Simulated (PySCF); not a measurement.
Isomers of C6H10N2O, one GFN2-xTB conformer each. Single-point energies are computed at PBE0/pcSseg-1 (PySCF, gas phase, no added dispersion term), electronic only.

Question: Rank them by PBE0/pcSseg-1 energy, lowest first (kcal/mol).
A. `[CH3:1][C@H:2]([CH2:3][C:4]#[N:5])[CH2:6][C:7]([NH2:8])=[O:9]` with C1–C2–C3–C4 -65°, C1–C2–C6–C7 -172°, C2–C6–C7–N8 -174°, C6–C7–N8–H 3° and 179°
B. `[CH3:1][c:2]1[n:3][n:4][c:5]([CH:6]([CH3:7])[CH3:8])[o:9]1` with N4–C5–C6–C7 -61°

Answer: A (0.0), B (17.6).

As drawn, the lower has a C=O bond, a C≡N group and an N–H bond, which the higher lacks; the higher has an aromatic ring and an N–N linkage, which the lower lacks. GFN2-xTB itself gives, in the same order: 20.2, 0.0. GFN2-xTB puts Cc1nnc(C(C)C)o1 lowest instead.

Which frontier levels, dipoles and rotational constants go with these structures?

| SMILES | HOMO (eV, PBE0/pcSseg-1) | LUMO (eV) | dipole (D) | A, B, C (MHz) |
| --- | --- | --- | --- | --- |
| C[C@H](CC#N)CC(N)=O | -7.69 | 0.47 | 3.54 | 2269, 1103, 957.4 |
| Cc1nnc(C(C)C)o1 | -7.49 | -0.06 | 3.43 | 4072, 981.2, 957.4 |

As an exercise, what shares would exp(−E/RT) give at 2000 K from these electronic energies alone (no entropy, no degeneracies)?

RT = 3.974 kcal/mol: C[C@H](CC#N)CC(N)=O 98.8 %, Cc1nnc(C(C)C)o1 1.2 %.
